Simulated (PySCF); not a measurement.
Isomers of C3H15NSi3, one GFN2-xTB conformer each. Single-point energies are computed at PBE0/pcSseg-1 (PySCF, gas phase, no added dispersion term), electronic only.

```csv
SMILES,GFN2-xTB relative energy (kJ/mol)
C[C@@H]([SiH3])[Si@@H](N)C[SiH3],0.0
CN(C)C[SiH2][SiH2][SiH3],79.0
CN(C)[SiH2][Si@H](C)[SiH3],24.8
C[C@H]([SiH2]N)[SiH2]C[SiH3],4.7
CN(C)[Si](C)([SiH3])[SiH3],23.6
```

Conformers: `[CH3:1][C@@H:2]([SiH3:3])[Si@@H:4]([NH2:5])[CH2:6][SiH3:7]` with C1–C2–Si4–N5 62°, C2–Si4–N5–H -53° and 169°, C2–Si4–C6–Si7 -55°; `[CH3:1][N:2]([CH3:3])[CH2:4][SiH2:5][SiH2:6][SiH3:7]` with C1–N2–C4–Si5 -70°, N2–C4–Si5–Si6 -33°, C4–Si5–Si6–Si7 -6°; `[CH3:1][N:2]([CH3:3])[SiH2:4][Si@H:5]([CH3:6])[SiH3:7]` with C1–N2–Si4–Si5 164°, N2–Si4–Si5–C6 -51°; `[CH3:1][C@H:2]([SiH2:3][NH2:4])[SiH2:5][CH2:6][SiH3:7]` with C1–C2–Si3–N4 166°, C2–Si3–N4–H -178° and 46°, C1–C2–Si5–C6 -62°, C2–Si5–C6–Si7 178°; `[CH3:1][N:2]([CH3:3])[Si:4]([CH3:5])([SiH3:6])[SiH3:7]` with C1–N2–Si4–C5 -169°.

Problem. What does PBE0/pcSseg-1 give for the same structures?

Solution. 
```
                          SMILES  PBE0/pcSseg-1 E (Eh)  PBE0/pcSseg-1 (kJ/mol)  GFN2-xTB (kJ/mol)  point group
C[C@@H]([SiH3])[Si@@H](N)C[SiH3]           -1045.97164                     0.0                0.0           C1
    C[C@H]([SiH2]N)[SiH2]C[SiH3]           -1045.96909                     6.7                4.7           C1
      CN(C)[SiH2][Si@H](C)[SiH3]           -1045.94303                    75.1               24.8           C1
      CN(C)[Si](C)([SiH3])[SiH3]           -1045.94100                    80.4               23.6           C1
        CN(C)C[SiH2][SiH2][SiH3]           -1045.91069                   160.0               79.0           C1
```

Both levels put the same isomer lowest; measured from each level's own lowest isomer, the values differ by up to 81.0 kJ/mol (CN(C)C[SiH2][SiH2][SiH3]: 79.0 against 160.0). As drawn, the lowest has an N–H bond, which the highest lacks; the highest has an Si–Si bond, which the lowest lacks. Neighbours under 10 kJ/mol apart (C[C@@H]([SiH3])[Si@@H](N)C[SiH3] and C[C@H]([SiH2]N)[SiH2]C[SiH3]; CN(C)[SiH2][Si@H](C)[SiH3] and CN(C)[Si](C)([SiH3])[SiH3]) can change places with a better method, another conformer or zero-point energy.

Problem. Which frontier levels, dipoles and rotational constants go with these structures?

Solution. 
| SMILES | HOMO (eV, PBE0/pcSseg-1) | LUMO (eV) | dipole (D) | A, B, C (MHz) |
| --- | --- | --- | --- | --- |
| C[C@@H]([SiH3])[Si@@H](N)C[SiH3] | -7.24 | 0.69 | 1.70 | 1647, 957.5, 717.3 |
| C[C@H]([SiH2]N)[SiH2]C[SiH3] | -7.25 | 0.39 | 0.37 | 2933, 553.9, 491.5 |
| CN(C)[SiH2][Si@H](C)[SiH3] | -6.31 | -0.28 | 1.53 | 2714, 650.2, 581.8 |
| CN(C)[Si](C)([SiH3])[SiH3] | -6.17 | -0.46 | 1.44 | 1227, 1170, 902.5 |
| CN(C)C[SiH2][SiH2][SiH3] | -6.59 | -0.26 | 1.99 | 1477, 1237, 809.0 |

Problem. As an exercise, what shares would exp(−E/RT) give at 2000 K from these electronic energies alone (no entropy, no degeneracies)?

Solution. RT = 16.629 kJ/mol: C[C@@H]([SiH3])[Si@@H](N)C[SiH3] 59.3 %, C[C@H]([SiH2]N)[SiH2]C[SiH3] 39.6 %, CN(C)[SiH2][Si@H](C)[SiH3] 0.6 %, CN(C)[Si](C)([SiH3])[SiH3] 0.5 %, CN(C)C[SiH2][SiH2][SiH3] under 0.1 %.
